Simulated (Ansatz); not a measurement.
Consider the redistribution: `C[Se][SiH](F)Cl` + `NB1CO1` → `C[Se]B1CO1` + `N[SiH](F)Cl`.

Isolated molecules relaxed with PBE0-D4/def2-TZVP in Ansatz; ΔE leaves out vibrations. CCSD(T)/CBS is the MP2 limit (def2-TZVPP, def2-QZVPP) plus CCSD(T) − MP2 in def2-TZVPP, frozen cores. Functionals use def2-TZVPP. For Se outer-core shells are correlated without core-valence functions, which leaves a few kJ/mol of doubt a bond. Scalar relativity is left out up to krypton. One conformer a species, not always the lowest.

`C[Se][SiH](F)Cl`:

Z-matrix (Å, degrees):
```
C
Se 1 1.961
H 1 1.087 2 110.0
H 1 1.088 2 105.8 3 118.7
H 1 1.088 2 110.6 3 -122.9
Si 2 2.242 1 95.1 3 64.6
Cl 6 2.044 2 112.1 1 -58.3
F 6 1.588 2 107.0 1 -177.2
H 6 1.476 2 113.8 1 62.6
```

`NB1CO1`:

```xyz
8

N     0.864    1.145    0.497
B     0.205    0.008    0.065
C    -0.928   -0.838   -0.456
O     0.454   -1.304   -0.119
H     1.824    1.135    0.794
H     0.421    2.044    0.539
H    -1.154   -0.923   -1.516
H    -1.686   -1.265    0.196
```

`C[Se]B1CO1`:

Z-matrix (Å, degrees):
```
C
Se 1 1.956
H 1 1.087 2 109.9
H 1 1.088 2 106.4 3 -118.9
H 1 1.087 2 109.9 3 122.2
B 2 1.901 1 98.2 3 -57.4
O 6 1.338 2 138.5 1 -179.9
C 6 1.511 2 158.6 1 0.7
H 8 1.086 6 122.1 2 -84.8
H 8 1.086 6 122.1 2 84.0
```

`N[SiH](F)Cl`:

```xyz
7

N    -0.609    0.399    0.788
Si    0.416   -0.289   -0.360
F     1.400    0.743   -1.071
Cl   -0.741   -1.069   -1.847
H    -1.460    0.871    0.533
H    -0.279    0.660    1.702
H     1.272   -1.315    0.255
```

```tsv
level	ΔE (kJ/mol)
PBE0-D4	33.0
B2PLYP	25.0
CCSD/def2-TZVPP	20.9
MP2/def2-QZVPP	22.1
```

**Question.** What does CCSD(T)/CBS give? (Estimate.)

**Answer.** The calculation gave: +24.4 kJ/mol. The listed levels differ from it by 8.6, 0.6, -3.5, -2.3 kJ/mol.

Largest T1 diagnostic among the species: 0.013.

In def2-TZVPP, CCSD(T) changes the Hartree–Fock value by −6.6 kJ/mol (the triples alone add −0.9 kJ/mol) and MP2 by −7.0 kJ/mol. The D4 term adds +3.1 kJ/mol with B3LYP and +1.7 kJ/mol with PBE0; it sums over pairs of atoms, weighted by their polarisabilities, and B3LYP, whose exchange is more repulsive, gets the larger term.

B3LYP here is the variant with VWN-RPA as its local correlation; programs differ in this.
